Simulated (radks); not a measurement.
Problem. Valence configurations of Nb+ (all share [Kr]). Method: Dirac Kohn-Sham, PBE, spin-unpolarised, spherical densities, point nucleus; open shells are shared between the two j in proportion to 2j + 1; computed with a radial shooting solver on a logarithmic mesh with Libxc functionals. Order these by energy: 4d2 5p2; 4d3.5 5p0.5; 4d2 5s1 5p1; 4d3 5s0.5 5p0.5; 4d3 5p1; 4d4; 4d2 5s2; 4d1 5s2 5p1; 4d3 5s1.

Solution. From the lowest, in eV above it: 4d4 0.000; 4d3 5s1 0.379; 4d2 5s2 1.871; 4d3.5 5p0.5 1.981; 4d3 5s0.5 5p0.5 2.382; 4d3 5p1 4.405; 4d2 5s1 5p1 6.254; 4d1 5s2 5p1 9.419; 4d2 5p2 10.715. NIST lists [Kr] 4d4 as the ground configuration; this level of theory agrees among the configurations tried. The energies are those of spherical spin-averaged densities, not of single terms.
